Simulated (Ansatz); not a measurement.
Reaction (ligand exchange at the Si–S bond): `CO[SiH](Cl)SC` + `O[SiH3]` → `CO[SiH](Cl)O[SiH3]` + CH₃SH

Calculated with Ansatz (gas phase, PBE0-D4/def2-TZVP geometries, no zero-point term in ΔE). CCSD(T)/CBS adds triple-zeta CCSD(T) − MP2 to the extrapolated MP2 energy (def2 sets, frozen cores). This one scheme is used for every species. Functionals use def2-TZVPP. B3LYP here is the variant with VWN-RPA as its local correlation; programs differ in this. One conformer a species, not always the lowest.

```tsv
species	B3LYP energy (Eh)
`CO[SiH](Cl)SC`	-1303.80952
`O[SiH3]`	-367.22653
`CO[SiH](Cl)O[SiH3]`	-1232.31249
CH₃SH	-438.75246
```

Question: Work out ΔE.

Answer: ΔE = (-1232.31249) + (-438.75246) − (-1303.80952) − (-367.22653) = -0.02890 Eh = -0.79 eV. CCSD(T)/CBS gives -0.73 eV.

Largest T1 diagnostic among the species: 0.011.

The D4 term adds +0.03 eV with B3LYP and +0.01 eV with PBE0; it sums over pairs of atoms, weighted by their polarisabilities, and B3LYP, whose exchange is more repulsive, gets the larger term. From PBE to PBE0 (25 % exact exchange), in def2-TZVPP and without D4, ΔE moves by −0.07 eV. In def2-TZVPP, CCSD(T) changes the Hartree–Fock value by +0.23 eV (the triples alone add +0.05 eV) and MP2 by +0.29 eV.
